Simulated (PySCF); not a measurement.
Static response to an electric field

Species: C6H6N2S.
Geometry (PBE0-D3(BJ)/def2-SVP, Å), atoms numbered from 1 in this order:
```xyz
15
C6H6N2S angstrom
N     -2.2279   -0.8659   -0.0055
C     -1.5677    0.2486   -0.3646
S     -2.3239    1.5548   -1.0315
C     -0.0934    0.2046   -0.1544
C      0.6257    1.3743    0.1056
C      2.0013    1.2879    0.2972
N      2.6873    0.1475    0.2312
C      2.0070   -0.9625   -0.0323
C      0.6263   -0.9940   -0.2259
H     -3.2333   -0.8812   -0.1234
H     -1.7857   -1.5895    0.5461
H      0.0979    2.3290    0.1470
H      2.5798    2.1931    0.5141
H      2.5881   -1.8896   -0.0998
H      0.1359   -1.9396   -0.4687
```

Level: B3LYP/def2-SVPD (PySCF), static field, nuclei fixed, core orbitals frozen in the response. The polarisability tensor in these axes (au):

```
x   139.95  -9.30  14.09
y    -9.30 120.29  -6.71
z    14.09  -6.71  70.44
```

Problem. Give the principal values, the mean and the anisotropy Δα = √{½[(α1 − α2)² + (α2 − α3)² + (α1 − α3)²]}.

Solution. Principal values 67.24, 116.60 and 146.83 au; mean 110.22 au = 16.33 Å³ = 18.17 × 10⁻⁴⁰ C²·m²/J; Δα = 69.58 au (63 % of the mean).

Problem. What is the dipole moment, and where does it point?

Solution. (-1.01, -3.29, 1.56) D, 3.78 D in size, pointing from the negative to the positive side. Measured along this direction, the outermost atoms are H13 at the negative end and H11 at the positive end.

Problem. Give the eigenvalues of the traceless quadrupole moment Θ = ½Σq(3rr − r²1), origin at the centre of nuclear charge.

Solution. -18.17, -0.01, 18.18 D·Å. The values depend on the origin, since the dipole doesn't vanish. The electronic extent ⟨r²⟩ about the same centre is 1459 bohr², a root-mean-square distance of 2.38 Å for the 72 electrons.

Problem. Find the Langevin capture rate constant for O2+ (31.990 u) meeting this molecule (138.025 u), k = 2.342 × 10⁻⁹ cm³/s × √(α in Å³ / reduced mass in u).

Solution. The reduced mass is 25.97 u, so k = 1.86 × 10⁻⁹ cm³/s. The formula leaves out the permanent dipole, which adds to the capture rate.

Problem. Give the principal axes and the span of the nuclei along them.

Solution. Largest value along (0.91, -0.37, 0.20), where the nuclei span 5.92 Å; middle along (0.38, 0.92, -0.02), 5.16 Å; least along (-0.18, 0.09, 0.98), 1.44 Å. The response follows the extents in order.

One conformer (not necessarily the lowest) at the PBE0-D3(BJ)/def2-SVP geometry, without solvent, vibrations or thermal averaging.
